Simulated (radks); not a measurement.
All-electron atom: Co5+ in [Ar] 3d4. Calculated with a radial shooting solver on a logarithmic mesh with Libxc functionals: scalar-relativistic Kohn-Sham, LDA (Slater exchange, Perdew-Wang correlation), spin-polarised, spherical densities, finite nucleus; open shells are filled with parallel spins first; Fermi nuclear charge, rms radius 3.7875 fm. Some entries of the table are withheld. Estimate them.

orbital  occ.  eigenvalue (eV)  r(max) (bohr)  <r^2> (bohr^2)
1s up       1        -7665.064        0.03685        0.004261
1s down     1        -7665.036        0.03685        0.004261
2s up       1        -988.6374         0.2137         0.07747
2s down     1        -985.6561         0.2134         0.07718
2p up       3        -860.5380         0.1721         0.06243
2p down     3        -858.2399         0.1719         0.06212
3s up       1        -188.3097         0.6608          0.6472
3s down     1        -182.8095         0.6622          0.6543
3p up       3        -151.1124         0.6648          0.7012
3p down     3        -145.7260         0.6670          0.7126
3d up       4              (1)         0.6179          0.8222
3d down     0              (2)         0.6245          0.8608

Answer. 
(1) 3d up eigenvalue (eV): -91.4923
(2) 3d down eigenvalue (eV): -86.1464
